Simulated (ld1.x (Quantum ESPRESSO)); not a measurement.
**Before and after: TM potential for C (Z = 6)**

carbon, norm-conserving Troullier–Martins (Kleinman–Bylander form), made with ld1.x (Quantum ESPRESSO) 7.5 (LDA (PZ), scalar-relativistic). Core [He], reference 2s1.75 2p2.25. Waves: 2s (bound): rc 1.25 bohr; 2p (bound): rc 1.75 bohr; 3d channel at 0.45 Ry: rc 1.75 bohr. Local part: the d channel. Core correction: a·sin(br)/r model core, default radius (core density twice the valence density).

Change: all radii but the core radius scaled by about 1.07 (s 1.34, p 1.88, d 1.88 bohr).

Cutoffs: the cutoffs (Ry, on a coarse ladder) from which the occupation-weighted sum of valence levels, in a spherical-Bessel basis at the reference potential, stays within 10 and 1 mRy of its value at 400 Ry; they do not see the model core or the augmentation charge, which bear on the density cutoff. Errors are all-electron minus pseudo energies relative to the spin-unpolarised reference configuration.

Task: Predict the effect on cutoff, ghosts and configuration errors.

Result: The potential gets neither clearly harder nor softer (35 Ry and 80 Ry → 35 Ry and 70 Ry); the p channel sets the loose cutoff, while the largest relative change is in s, which becomes softer; of the 9 tests that both files solve, the error grows in 4 and shrinks in 0 by more than 15 % and 0.3 meV (median size 21.3 → 19.5 meV); neither file shows a bound ghost. More of the atom is replaced by a form fitted at one configuration, so other configurations suffer.

| quantity | base | changed |
| --- | --- | --- |
| cutoff, loose | 35 Ry | 35 Ry |
| cutoff, tight | 80 Ry | 70 Ry |
| loose cutoff by channel (10 mRy a level) | s 30 Ry, p 30 Ry | s 25 Ry, p 30 Ry |
| bound ghosts | none | none |
| error for 2s2 2p2, meV [ΔE -2.06 eV] | +0.4 | +0.4 |
| error for 2s2 2p1, meV [ΔE 8.93 eV] | +23 | +33 |
| error for 2s2 2p0, meV [ΔE 33.19 eV] | +188 | +259 |
| error for 2s2 2p2.3, meV [ΔE -3.26 eV] | -0.1 | -0.4 |
| error for 2s1 2p3, meV [ΔE 6.18 eV] | +3.6 | +3.3 |
| error for 2s0 2p4, meV [ΔE 14.46 eV] | +21 | +19 |
| error for 2s2 2p1.5, meV [ΔE 1.97 eV] | +5.1 | +7.1 |
| error for 2s1.75 2p2.25 (spin-polarised), meV [ΔE -1.83 eV] | +51 | +53 |
| error for 2s2 2p2 (spin-polarised), meV [ΔE -3.19 eV] | +30 | +31 |
